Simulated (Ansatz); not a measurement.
`[GeH3][SnH3]` and `[Cl][SnH2][GeH3]` differ in one atom or group.

Ansatz, PBE0-D4/def2-TZVP geometries, multiplicity 1. 

Elements past krypton have def2 core potentials. Scalar relativity is left out up to krypton.

```json
{"property": "LUMO energy (PBE0/def2-TZVPP) / eV", "`[GeH3][SnH3]`": "-0.16"}
{"property": "HOMO energy (PBE0/def2-TZVPP) / eV", "`[GeH3][SnH3]`": "-7.93"}
{"property": "LUMO energy (PBE/def2-TZVPP) / eV", "`[GeH3][SnH3]`": "-0.99"}
{"property": "ideal-gas entropy at 298 K and 1 bar (rigid rotor, harmonic PBE0-D4/def2-TZVP) / J/(mol·K)", "`[GeH3][SnH3]`": "320"}
{"property": "HOMO–LUMO gap (PBE0/def2-TZVPP) / eV", "`[GeH3][SnH3]`": "7.76"}
{"property": "HOMO energy (B3LYP/def2-TZVPP) / eV", "`[GeH3][SnH3]`": "-7.73"}
```

Question: Give the same properties after the change, and the shifts. (An estimate is asked.)

Answer: Ansatz gave: 
```
                                                                                  property  `[Cl][SnH2][GeH3]`  shift
                                                        LUMO energy (PBE0/def2-TZVPP) / eV               -0.99  -0.83
                                                        HOMO energy (PBE0/def2-TZVPP) / eV               -7.98  -0.05
                                                         LUMO energy (PBE/def2-TZVPP) / eV               -1.80  -0.81
ideal-gas entropy at 298 K and 1 bar (rigid rotor, harmonic PBE0-D4/def2-TZVP) / J/(mol·K)                 365     45
                                                      HOMO–LUMO gap (PBE0/def2-TZVPP) / eV                6.99  -0.77
                                                       HOMO energy (B3LYP/def2-TZVPP) / eV               -7.76  -0.03
```

With PBE0 the HOMO falls by 0.05 eV and the LUMO falls by 0.83 eV, so the gap narrows by about 0.78 eV. PBE moves the HOMO by 0.07 eV and ωB97M-V by -0.08 eV.

B3LYP here is the variant with VWN-RPA as its local correlation; programs differ in this.
